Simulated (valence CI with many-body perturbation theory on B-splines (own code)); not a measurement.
# E1 line list for Cd34+

Method: configuration interaction combined with many-body perturbation theory (CI+MBPT): four valence electrons over a frozen Dirac-Fock core [Ne], a basis of 11 s, 11 p, 9 d, 7 f, 5 g, 2 h, 1 i functions for each j, with the one-electron correlation potential Σ1 (screened to all orders), the two-electron term Σ2, the three-electron term Σ3, Breit, model QED; selected single and double excitations, second order for the rest (own B-spline code, finite nucleus).

The last digits are not significant, and no measured levels were compared; by estimate large intervals hold to a few tenths of a per cent, small ones and those within an open d or f shell to about a per cent.

Lines 101 to 150 of 233 in falling wavelength, among levels below 2833800 cm⁻¹, chosen from the strongest by gf and those to the six lowest levels. Wavelengths and rates use the calculated energies. Electric multipoles are in the length gauge, E1 and E2 with the static RPA response of the core. Weak lines are less certain than strong ones. Lines between different terms over intervals too small for the method are left out, as are lines whose strength nearly cancels. The highest levels of a list are the least certain.

Levels are named by their leading jj configuration (3d3/2^4 stands for four electrons in 3d with j = 3/2), which in mixed levels can hold well under half, so a name can repeat and another be missing. Letters in brackets count levels of one name in rising energy.

| λ vac (nm) | Upper | Lower | A (s⁻¹) | log gf | Branch % |
| --- | --- | --- | --- | --- | --- |
| 8.705 | (3s 3p1/2 3p3/2 3d5/2) J=3 [a] | (3s 3p1/2 3p3/2^2) J=2 [a] | 1.96e+10 | -0.81 | 13.9 |
| 8.696 | (3s 3p1/2 3p3/2 3d3/2) J=2 [a] | (3s 3p1/2^2 3p3/2) J=1 | 2.00e+10 | -0.95 | 73.7 |
| 8.693 | (3s 3p1/2 3p3/2 3d5/2) J=1 [b] | (3s 3p1/2 3p3/2^2) J=2 [b] | 1.87e+10 | -1.20 | 18.5 |
| 8.689 | (3s 3p1/2 3p3/2 3d5/2) J=2 [a] | (3s 3p1/2 3p3/2^2) J=2 [a] | 3.21e+10 | -0.74 | 47.6 |
| 8.688 | (3s 3p1/2^2 3d5/2) J=3 | (3s 3p1/2^2 3p3/2) J=2 | 2.30e+10 | -0.74 | 78.8 |
| 8.673 | (3s^2 3p3/2 3d5/2) J=1 | (3s^2 3p3/2^2) J=0 | 3.32e+09 | -1.95 | 1.9 |
| 8.639 | (3s 3p1/2 3p3/2 3d5/2) J=2 [e] | (3s 3p1/2 3p3/2^2) J=1 [b] | 5.02e+10 | -0.55 | 18.6 |
| 8.623 | (3p1/2^2 3p3/2^2) J=2 | (3s 3p1/2^2 3p3/2) J=2 | 1.84e+10 | -0.99 | 44.8 |
| 8.619 | (3s^2 3p1/2 3d5/2) J=3 | (3s^2 3p1/2 3p3/2) J=2 | 4.46e+10 | -0.46 | 97.4 |
| 8.612 | (3s 3p1/2 3p3/2 3d5/2) J=1 [a] | (3s 3p1/2 3p3/2^2) J=2 [a] | 2.73e+10 | -1.04 | 72.4 |
| 8.604 | (3s 3p1/2 3p3/2^2) J=1 [a] | (3s^2 3p1/2 3p3/2) J=1 | 3.00e+10 | -1.00 | 15.6 |
| 8.568 | (3s 3p1/2 3p3/2 3d5/2) J=2 [d] | (3s^2 3p1/2 3d5/2) J=2 | 2.16e+10 | -0.92 | 8.7 |
| 8.553 | (3s 3p1/2 3p3/2 3d3/2) J=0 [b] | (3s 3p1/2 3p3/2^2) J=1 [a] | 6.90e+10 | -1.12 | 38.0 |
| 8.536 | (3s 3p3/2^2 3d5/2) J=0 | (3s^2 3p1/2 3d3/2) J=1 | 7.59e+10 | -1.08 | 37.5 |
| 8.521 | (3s 3p1/2 3p3/2 3d5/2) J=1 [c] | (3s^2 3p1/2 3d3/2) J=1 | 4.78e+10 | -0.81 | 30.6 |
| 8.512 | (3s 3p1/2 3p3/2 3d5/2) J=2 [c] | (3s^2 3p1/2 3d3/2) J=1 | 2.14e+10 | -0.93 | 14.1 |
| 8.506 | (3s 3p3/2^2 3d3/2) J=1 | (3s 3p1/2 3p3/2^2) J=1 [b] | 5.48e+10 | -0.75 | 16.3 |
| 8.481 | (3s 3p1/2 3p3/2 3d5/2) J=2 [e] | (3s^2 3p1/2 3d5/2) J=2 | 6.89e+10 | -0.43 | 25.6 |
| 8.480 | (3s^2 3p1/2 3d3/2) J=1 | (3s^2 3p1/2 3p3/2) J=2 | 2.56e+10 | -1.08 | 11.5 |
| 8.455 | (3s 3p1/2 3p3/2 3d3/2) J=2 [e] | (3s 3p1/2 3p3/2^2) J=2 [b] | 6.08e+09 | -1.49 | 1.7 |
| 8.436 | (3s 3p1/2 3p3/2 3d5/2) J=2 [b] | (3s 3p1/2 3p3/2^2) J=3 | 7.48e+10 | -0.40 | 42.9 |
| 8.414 | (3s 3p1/2 3p3/2^2) J=2 [b] | (3s^2 3p1/2 3p3/2) J=1 | 4.42e+10 | -0.63 | 72.5 |
| 8.399 | (3s 3p1/2 3p3/2 3d5/2) J=1 [b] | (3s 3p1/2 3p3/2^2) J=0 | 4.85e+10 | -0.81 | 47.9 |
| 8.386 | (3p1/2^2 3p3/2^2) J=0 | (3s 3p1/2^2 3p3/2) J=1 | 4.90e+10 | -1.29 | 66.1 |
| 8.377 | (3s 3p1/2 3p3/2 3d5/2) J=2 [c] | (3s^2 3p1/2 3d5/2) J=3 | 1.15e+10 | -1.22 | 7.6 |
| 8.356 | (3s 3p1/2 3p3/2 3d3/2) J=2 [b] | (3s 3p1/2^2 3p3/2) J=1 | 4.23e+10 | -0.65 | 46.0 |
| 8.353 | (3s 3p3/2^2 3d3/2) J=1 | (3s^2 3p1/2 3d5/2) J=2 | 1.59e+10 | -1.30 | 4.7 |
| 8.296 | (3s 3p1/2 3p3/2 3d5/2) J=3 [e] | (3s^2 3p1/2 3d5/2) J=3 | 9.96e+10 | -0.14 | 44.8 |
| 8.284 | (3s 3p3/2^2 3d3/2) J=2 | (3s 3p1/2 3p3/2^2) J=1 [b] | 2.31e+10 | -0.93 | 8.6 |
| 8.279 | (3s 3p1/2 3p3/2 3d5/2) J=1 [c] | (3s 3p1/2 3p3/2^2) J=2 [b] | 2.99e+10 | -1.03 | 19.2 |
| 8.271 | (3s 3p1/2 3p3/2 3d3/2) J=2 [e] | (3s 3p1/2 3p3/2^2) J=1 [a] | 4.50e+10 | -0.64 | 12.7 |
| 8.270 | (3s 3p1/2 3p3/2 3d5/2) J=2 [c] | (3s 3p1/2 3p3/2^2) J=2 [b] | 1.83e+10 | -1.03 | 12.0 |
| 8.259 | (3s 3p1/2 3p3/2 3d3/2) J=3 [b] | (3s^2 3p1/2 3d3/2) J=2 | 1.11e+11 | -0.10 | 93.8 |
| 8.213 | (3s 3p1/2 3p3/2 3d5/2) J=4 [c] | (3s 3p1/2 3p3/2^2) J=3 | 3.23e+10 | -0.53 | 83.0 |
| 8.177 | (3s^2 3p1/2 3d3/2) J=1 | (3s^2 3p1/2 3p3/2) J=1 | 1.65e+10 | -1.30 | 7.4 |
| 8.155 | (3s^2 3p1/2 3d5/2) J=2 | (3s^2 3p1/2 3p3/2) J=2 | 1.06e+11 | -0.28 | 54.9 |
| 8.139 | (3s 3p1/2 3p3/2 3d3/2) J=1 [c] | (3s^2 3p1/2 3d3/2) J=2 | 1.46e+11 | -0.36 | 58.7 |
| 8.139 | (3s 3p3/2^2 3d3/2) J=2 | (3s^2 3p1/2 3d5/2) J=2 | 3.94e+10 | -0.71 | 14.7 |
| 8.109 | (3s 3p1/2 3p3/2 3d5/2) J=2 [d] | (3s^2 3p1/2 3d5/2) J=3 | 1.09e+11 | -0.27 | 44.0 |
| 8.103 | (3s 3p1/2 3p3/2 3d5/2) J=1 [c] | (3s 3p1/2 3p3/2^2) J=1 [a] | 3.27e+10 | -1.02 | 20.9 |
| 8.094 | (3s 3p1/2 3p3/2 3d5/2) J=2 [c] | (3s 3p1/2 3p3/2^2) J=1 [a] | 8.03e+10 | -0.40 | 52.9 |
| 8.039 | (3s 3p1/2 3p3/2 3d5/2) J=3 [c] | (3s 3p1/2 3p3/2^2) J=3 | 2.53e+10 | -0.77 | 13.8 |
| 8.031 | (3s 3p1/2 3p3/2 3d5/2) J=2 [e] | (3s^2 3p1/2 3d5/2) J=3 | 4.14e+10 | -0.70 | 15.4 |
| 8.014 | (3s 3p1/2 3p3/2^2) J=1 [b] | (3s^2 3p1/2 3p3/2) J=2 | 1.57e+11 | -0.34 | 59.1 |
| 8.012 | (3s 3p1/2 3p3/2 3d5/2) J=1 [c] | (3s 3p1/2 3p3/2^2) J=0 | 1.37e+10 | -1.40 | 8.7 |
| 8.008 | (3s 3p1/2 3p3/2 3d5/2) J=2 [d] | (3s 3p1/2 3p3/2^2) J=2 [b] | 8.17e+10 | -0.41 | 32.9 |
| 7.994 | (3s^2 3p3/2 3d5/2) J=1 | (3s^2 3p3/2^2) J=2 | 1.63e+11 | -0.33 | 90.9 |
| 7.943 | (3s 3p1/2 3p3/2 3d5/2) J=2 [b] | (3s 3p1/2 3p3/2^2) J=2 [a] | 5.05e+10 | -0.62 | 28.9 |
| 7.906 | (3s^2 3p3/2 3d5/2) J=2 [b] | (3s^2 3p3/2^2) J=2 | 2.36e+11 | 0.04 | 99.2 |
| 7.877 | (3s^2 3p3/2 3d5/2) J=3 | (3s^2 3p3/2^2) J=2 | 1.83e+11 | 0.08 | 90.5 |

Q: How does gf follow from A for the line at 8.436 nm?

A: gf = 1.4992 × (2J+1)_upper × A / σ², with σ = 1185417 cm⁻¹ and 2J+1 = 5: gf = 0.399.
